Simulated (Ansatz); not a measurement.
hexachlorodisilane (Cl6Si2), singlet, geometry from GFN2-xTB; CAM-B3LYP/STO-3G in Ansatz (a program for electronic structure).

Ansatz was given this input:
Ansatz 0.2 input:
```yaml
crystal:
  periodic: [false, false, false]
  atoms:
    - {symbol: Cl, position_ang: [2.10500227, -0.48858342, -1.56076457]}
    - {symbol: Si, position_ang: [1.15002808, -0.11759071, 0.17786792]}
    - {symbol: Cl, position_ang: [1.92269327, 1.56678871, 0.97681015]}
    - {symbol: Cl, position_ang: [1.52221827, -1.64568561, 1.44232616]}
    - {symbol: Si, position_ang: [-1.15002808, 0.11759071, -0.17786792]}
    - {symbol: Cl, position_ang: [-1.52391777, 1.66420617, -1.41909364]}
    - {symbol: Cl, position_ang: [-1.91738160, -1.55604237, -1.00404894]}
    - {symbol: Cl, position_ang: [-2.10861444, 0.45931652, 1.56477085]}
basis:
  gaussian:
    orbitals: STO-3G
    point_charges:
      - {charge: -1.0, position_ang: [-5.1585, -2.2645, -0.6016]}
hamiltonian:
  xc: cam_b3lyp
```

Output, abridged:

```
Functional definition: CAM-B3LYP
786 factors; integrals over basis functions are off by at most 2.0e-5 eV
331 factors; integrals over basis functions are off by at most 5.9e-7 eV
mean field evaluation 1: about -89885.8953 eV, gradient 4.5e1 eV
mean field evaluation 2: about -89889.4710 eV, gradient 4.0e1 eV
mean field evaluation 4: about -89895.2466 eV, gradient 2.3e-1 eV
mean field evaluation 8: about -89895.2537 eV, gradient 2.2e-3 eV
mean field -89895.25367678 eV, -3303.5896394302 hartree, gradient 4.5e-5 eV, S^2 0.000000; 0 other end points of the search recorded, 0 dependent functions left out
reference -89895.25379801 eV, -3303.5896438853 hartree; 65, 65 occupied and 7, 7 virtual orbitals, 786 factors
Total energy: -89895.25379801 eV, -3303.5896438853 hartree
```
